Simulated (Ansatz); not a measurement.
Geometry optimisation of C$_{6}$H$_{14}$OS (`CCCS(=O)CCC`).

```yaml
crystal:
  periodic: [false, false, false]
  atoms:
    - {symbol: C, position_ang: [-1.536250, 0.011820, 2.509862]}
    - {symbol: C, position_ang: [-1.007306, -1.229585, 1.784523]}
    - {symbol: C, position_ang: [-1.399877, -1.300109, 0.310646]}
    - {symbol: S, position_ang: [-0.833658, 0.129198, -0.741864]}
    - {symbol: O, position_ang: [-1.275727, -0.210547, -2.160286]}
    - {symbol: C, position_ang: [0.992065, -0.261401, -0.676793]}
    - {symbol: C, position_ang: [1.700853, 0.493873, -1.798081]}
    - {symbol: C, position_ang: [1.708310, 2.014170, -1.622890]}
    - {symbol: H, position_ang: [-1.243617, 0.009255, 3.578723]}
    - {symbol: H, position_ang: [-2.644020, 0.060517, 2.463556]}
    - {symbol: H, position_ang: [-1.150561, 0.947395, 2.055611]}
    - {symbol: H, position_ang: [-1.392877, -2.146603, 2.281665]}
    - {symbol: H, position_ang: [0.098540, -1.289110, 1.882699]}
    - {symbol: H, position_ang: [-1.022466, -2.204873, -0.210131]}
    - {symbol: H, position_ang: [-2.501058, -1.266203, 0.171937]}
    - {symbol: H, position_ang: [1.081976, -1.360443, -0.805012]}
    - {symbol: H, position_ang: [1.359988, 0.025080, 0.332158]}
    - {symbol: H, position_ang: [1.198091, 0.219916, -2.750757]}
    - {symbol: H, position_ang: [2.741328, 0.109376, -1.867752]}
    - {symbol: H, position_ang: [0.677756, 2.425459, -1.617229]}
    - {symbol: H, position_ang: [2.194018, 2.313627, -0.670248]}
    - {symbol: H, position_ang: [2.254482, 2.509186, -2.450357]}
basis:
  gaussian: {orbitals: def2-TZVP}
hamiltonian: {xc: pbe0, dispersion: d4}
relax: {f_tol: 0.005, max_steps: 150}
```

```sh
$ ansatz run in.yaml --threads 4 --pin off --events-out ev --progress --plain --max-ram 63488MiB --backend cuda --devices 0, --max-vram 37GiB
```

Shortened log:

```
Functional definition: PBE0
mean field -19322.14277657 eV, -710.0756500203 hartree, gradient 3.1e-5 eV, S^2 0.000000; 0 other end points of the search recorded, 0 dependent functions left out
relax step   1: F+E_penalty+E_count = -19322.59949026 eV  Δ(F+E_penalty+E_count) = +0.000e0 eV  max|allowed force component| = 1.673e0 eV/Å  Δτ_max = 0.0000 Å  (32 SCF iters, accepted)
mean field -19322.26087234 eV, -710.0799899598 hartree, gradient 2.2e-5 eV, S^2 0.000000; 0 other end points of the search recorded, 0 dependent functions left out
relax step   2: F+E_penalty+E_count = -19322.72145995 eV  Δ(F+E_penalty+E_count) = -1.220e-1 eV  max|allowed force component| = 9.640e-1 eV/Å  Δτ_max = 0.0432 Å  (32 SCF iters, accepted)
mean field -19322.29049977 eV, -710.0810787476 hartree, gradient 2.0e-5 eV, S^2 0.000000; 0 other end points of the search recorded, 0 dependent functions left out
relax step   3: F+E_penalty+E_count = -19322.75413150 eV  Δ(F+E_penalty+E_count) = -3.267e-2 eV  max|allowed force component| = 1.189e-1 eV/Å  Δτ_max = 0.0354 Å  (32 SCF iters, accepted)
mean field -19322.29276988 eV, -710.0811621727 hartree, gradient 2.0e-5 eV, S^2 0.000000; 0 other end points of the search recorded, 0 dependent functions left out
relax step   4: F+E_penalty+E_count = -19322.75568772 eV  Δ(F+E_penalty+E_count) = -1.556e-3 eV  max|allowed force component| = 5.598e-2 eV/Å  Δτ_max = 0.0222 Å  (32 SCF iters, accepted)
mean field -19322.29333212 eV, -710.0811828344 hartree, gradient 2.0e-5 eV, S^2 0.000000; 0 other end points of the search recorded, 0 dependent functions left out
relax step   5: F+E_penalty+E_count = -19322.75643306 eV  Δ(F+E_penalty+E_count) = -7.453e-4 eV  max|allowed force component| = 3.142e-2 eV/Å  Δτ_max = 0.0203 Å  (32 SCF iters, accepted)
mean field -19322.29392117 eV, -710.0812044818 hartree, gradient 2.0e-5 eV, S^2 0.000000; 0 other end points of the search recorded, 0 dependent functions left out
relax step   6: F+E_penalty+E_count = -19322.75700708 eV  Δ(F+E_penalty+E_count) = -5.740e-4 eV  max|allowed force component| = 3.695e-2 eV/Å  Δτ_max = 0.0311 Å  (32 SCF iters, accepted)
mean field -19322.29435909 eV, -710.0812205751 hartree, gradient 2.0e-5 eV, S^2 0.000000; 0 other end points of the search recorded, 0 dependent functions left out
relax step   7: F+E_penalty+E_count = -19322.75747443 eV  Δ(F+E_penalty+E_count) = -4.673e-4 eV  max|allowed force component| = 3.789e-2 eV/Å  Δτ_max = 0.0386 Å  (32 SCF iters, accepted)
mean field -19322.29472807 eV, -710.0812341349 hartree, gradient 2.0e-5 eV, S^2 0.000000; 0 other end points of the search recorded, 0 dependent functions left out
relax step   8: F+E_penalty+E_count = -19322.75778855 eV  Δ(F+E_penalty+E_count) = -3.141e-4 eV  max|allowed force component| = 2.206e-2 eV/Å  Δτ_max = 0.0323 Å  (32 SCF iters, accepted)
mean field -19322.29498482 eV, -710.0812435703 hartree, gradient 2.0e-5 eV, S^2 0.000000; 0 other end points of the search recorded, 0 dependent functions left out
relax step   9: F+E_penalty+E_count = -19322.75794089 eV  Δ(F+E_penalty+E_count) = -1.523e-4 eV  max|allowed force component| = 1.051e-2 eV/Å  Δτ_max = 0.0242 Å  (32 SCF iters, accepted)
mean field -19322.29520887 eV, -710.0812518037 hartree, gradient 2.0e-5 eV, S^2 0.000000; 0 other end points of the search recorded, 0 dependent functions left out
relax step  10: F+E_penalty+E_count = -19322.75802052 eV  Δ(F+E_penalty+E_count) = -7.962e-5 eV  max|allowed force component| = 7.507e-3 eV/Å  Δτ_max = 0.0218 Å  (32 SCF iters, accepted)
mean field -19322.29543719 eV, -710.0812601946 hartree, gradient 2.0e-5 eV, S^2 0.000000; 0 other end points of the search recorded, 0 dependent functions left out
relax step  11: F+E_penalty+E_count = -19322.75806332 eV  Δ(F+E_penalty+E_count) = -4.280e-5 eV  max|allowed force component| = 5.839e-3 eV/Å  Δτ_max = 0.0169 Å  (32 SCF iters, accepted)
mean field -19322.29562160 eV, -710.0812669714 hartree, gradient 2.0e-5 eV, S^2 0.000000; 0 other end points of the search recorded, 0 dependent functions left out
relax step  12: F+E_penalty+E_count = -19322.75808832 eV  Δ(F+E_penalty+E_count) = -2.500e-5 eV  max|allowed force component| = 5.202e-3 eV/Å  Δτ_max = 0.0134 Å  (33 SCF iters, accepted)
mean field -19322.29589276 eV, -710.0812769363 hartree, gradient 2.0e-5 eV, S^2 0.000000; 0 other end points of the search recorded, 0 dependent functions left out
relax step  13: F+E_penalty+E_count = -19322.75810683 eV  Δ(F+E_penalty+E_count) = -1.851e-5 eV  max|allowed force component| = 5.116e-3 eV/Å  Δτ_max = 0.0151 Å  (33 SCF iters, accepted)
mean field -19322.29605386 eV, -710.0812828565 hartree, gradient 2.0e-5 eV, S^2 0.000000; 0 other end points of the search recorded, 0 dependent functions left out
relax step  14: F+E_penalty+E_count = -19322.75812364 eV  Δ(F+E_penalty+E_count) = -1.681e-5 eV  max|allowed force component| = 3.804e-3 eV/Å  Δτ_max = 0.0129 Å  (33 SCF iters, accepted)
mean field -19322.29620262 eV, -710.0812883235 hartree, gradient 2.0e-5 eV, S^2 0.000000; 0 other end points of the search recorded, 0 dependent functions left out
relax step  15: F+E_penalty+E_count = -19322.75813416 eV  Δ(F+E_penalty+E_count) = -1.052e-5 eV  max|allowed force component| = 2.674e-3 eV/Å  Δτ_max = 0.0098 Å  (33 SCF iters, accepted)
mean field -19322.29620262 eV, -710.0812883235 hartree, gradient 2.0e-5 eV, S^2 0.000000; 1 other end points of the search recorded, 0 dependent functions left out
Total energy: -19322.75817521 eV, -710.0982655032 hartree
Atom 0 at    -1.515340     0.093347     2.437411 Å, force    -0.001007     0.000632    -0.001607 eV/Å
Atom 1 at    -0.952502    -1.152757     1.771987 Å, force     0.000373     0.000180    -0.000028 eV/Å
Atom 2 at    -1.355875    -1.308583     0.315527 Å, force    -0.000385    -0.001023     0.002674 eV/Å
Atom 3 at    -0.834775     0.028132    -0.791562 Å, force    -0.000442     0.000226    -0.001495 eV/Å
Atom 4 at    -1.322482    -0.350012    -2.143254 Å, force     0.001031     0.000263     0.001482 eV/Å
Atom 5 at     0.938261    -0.340671    -0.775007 Å, force     0.002030     0.001827    -0.001246 eV/Å
Atom 6 at     1.663341     0.505598    -1.807211 Å, force    -0.001081    -0.001471     0.001281 eV/Å
Atom 7 at     1.681618     1.988543    -1.477973 Å, force     0.000486    -0.000018     0.000029 eV/Å
Atom 8 at    -1.245428     0.126324     3.494791 Å, force    -0.000186    -0.000072    -0.000356 eV/Å
Atom 9 at    -2.606435     0.112701     2.370379 Å, force     0.002656    -0.000040     0.000184 eV/Å
Atom 10 at    -1.144023     1.006601     1.967651 Å, force    -0.000803    -0.002169     0.001034 eV/Å
Atom 11 at    -1.304172    -2.041532     2.306115 Å, force     0.000574     0.001457    -0.000562 eV/Å
Atom 12 at     0.137921    -1.168251     1.862835 Å, force    -0.001724     0.000009    -0.000111 eV/Å
Atom 13 at    -0.982238    -2.235130    -0.129767 Å, force    -0.000114     0.000095     0.000119 eV/Å
Atom 14 at    -2.444702    -1.304144     0.208292 Å, force    -0.000050    -0.000138    -0.000421 eV/Å
Atom 15 at     1.035383    -1.407765    -0.996611 Å, force    -0.000797     0.001158     0.000035 eV/Å
Atom 16 at     1.309025    -0.145395     0.236093 Å, force    -0.000379    -0.000670    -0.001303 eV/Å
Atom 17 at     1.191190     0.338379    -2.779586 Å, force     0.000441     0.000294     0.000605 eV/Å
Atom 18 at     2.688036     0.130041    -1.889728 Å, force     0.000009     0.000388    -0.000156 eV/Å
Atom 19 at     0.671233     2.401990    -1.436086 Å, force     0.000132    -0.000157    -0.000143 eV/Å
Atom 20 at     2.156633     2.174224    -0.510206 Å, force    -0.000551    -0.000093    -0.000641 eV/Å
Atom 21 at     2.235323     2.548360    -2.234111 Å, force    -0.000212    -0.000679     0.000627 eV/Å
Dipole moment:     0.407652    -0.123575     0.715931 e Å
```

Run time 18 s (4 threads of an AMD EPYC 7R13 on a shared host and a share of an NVIDIA H100 80 GB); peak host memory 0.97 GiB.
